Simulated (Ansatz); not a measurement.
`O=CN[SiH2]O` and `O[SiH2][NH][ZnH]` differ in one atom or group.

Ansatz, PBE0-D4/def2-TZVP geometries, multiplicity 1. Each molecule was computed in one conformer, which needn't be the lowest.

Scalar relativity is left out up to krypton.

| property | `O=CN[SiH2]O` |
| --- | --- |
| HOMO–LUMO gap (ωB97M-V/def2-TZVPP) / eV | 12.22 |
| HOMO energy (B3LYP/def2-TZVPP) / eV | -7.77 |
| HOMO energy (ωB97M-V/def2-TZVPP) / eV | -10.45 |
| LUMO energy (B3LYP/def2-TZVPP) / eV | -0.55 |
| size of the dipole moment (B3LYP/def2-TZVPP) / D | 3.00 |
| HOMO–LUMO gap (PBE/def2-TZVPP) / eV | 5.04 |

(1) What does the change do to each property? (Best estimate.)

Answers

(1) Ansatz gave: 
| property | `O[SiH2][NH][ZnH]` | shift |
| --- | --- | --- |
| HOMO–LUMO gap (ωB97M-V/def2-TZVPP) / eV | 10.54 | -1.68 |
| HOMO energy (B3LYP/def2-TZVPP) / eV | -6.83 | 0.94 |
| HOMO energy (ωB97M-V/def2-TZVPP) / eV | -9.37 | 1.08 |
| LUMO energy (B3LYP/def2-TZVPP) / eV | -0.47 | 0.08 |
| size of the dipole moment (B3LYP/def2-TZVPP) / D | 0.73 | -2.27 |
| HOMO–LUMO gap (PBE/def2-TZVPP) / eV | 4.78 | -0.26 |

With PBE0 the HOMO rises by 0.96 eV and the LUMO rises by 0.08 eV, so the gap narrows by about 0.88 eV. PBE moves the HOMO by 0.61 eV and ωB97M-V by 1.08 eV. Dipoles are sizes alone; their direction can turn.

B3LYP here is the variant with VWN-RPA as its local correlation; programs differ in this.
